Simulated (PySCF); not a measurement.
**HgCl2, singlet: data card**

These are results of PySCF, PBE, basis Hg def2-TZVP with ECP60, Cl def2-TZVP (scalar-relativistic core potentials, no spin–orbit coupling, density fitting), not measurements.

The structure is a minimum.

Coordinates in bohr (charge 0 multiplicity 1):
```
Hg    0.0000    0.0000    0.0000
Cl    4.3008    0.0000    0.0000
Cl   -4.3008    0.0000    0.0000
```

```json
{
 "Point group": "D∞h",
 "Bond lengths": "Hg–Cl 2.276 Å (×2)",
 "Bond angles": "Cl–Hg–Cl 180.0°",
 "Atomisation energy without zero-point energy": "455 kJ/mol",
 "Principal quadrupole moments (Buckingham, traceless) about the centre of mass": "-8.05, 4.03, 4.03 D Å",
 "Entropy at 298.15 K and 1 bar": "290.1 J/(mol K)",
 "Zero-point energy": "5.5 kJ/mol",
 "Rotational symmetry number": "2",
 "Lowest empty level": "-3.37 eV",
 "Heat capacity Cp at 298.15 K": "58.4 J/(mol K)",
 "Rotational constants": "0.04654 cm⁻¹",
 "Highest occupied level": "-7.54 eV",
 "Dipole moment": "0.00 D",
 "Principal polarisabilities": "37.2, 37.2, 94.0 bohr³",
 "Enthalpy at 298.15 K above 0 K": "14.40 kJ/mol"
}
```

Harmonic modes (masses in u: Hg 201.971, Cl 34.969):
| symmetry | ω (cm⁻¹) | IR (km/mol, summed over degenerate members) |
| --- | --- | --- |
| πu | 96 | 6.3 |
| σg+ | 337 | 0.0 |
| σu+ | 392 | 51.8 |

In D∞h the vibrations span πu + σg+ + σu+. The σg+ mode carries no infrared intensity, as symmetry demands. With a centre of inversion only u modes can be infrared active and only g modes Raman active.

Charges (e):
```csv
atom,Mulliken,Löwdin,polar tensor,Mayer order to Hg1
Hg1,0.68,0.15,0.83,–
"Cl2,3",-0.34,-0.07,-0.41,0.95
```

Mulliken populations on Hg1 (electrons outside its core potential): s 3.09, p 6.38, d 9.85, f 0.01.

Counting electrons, mercury keeps none of its valence electrons outside its bonds, so the VSEPR class is AX2 and the expected shape is linear (D∞h), as computed.

No spin–orbit coupling is included, which matters more the heavier the element.

The final relaxation and frequency run took of the order of 30 core-seconds on a shared host.
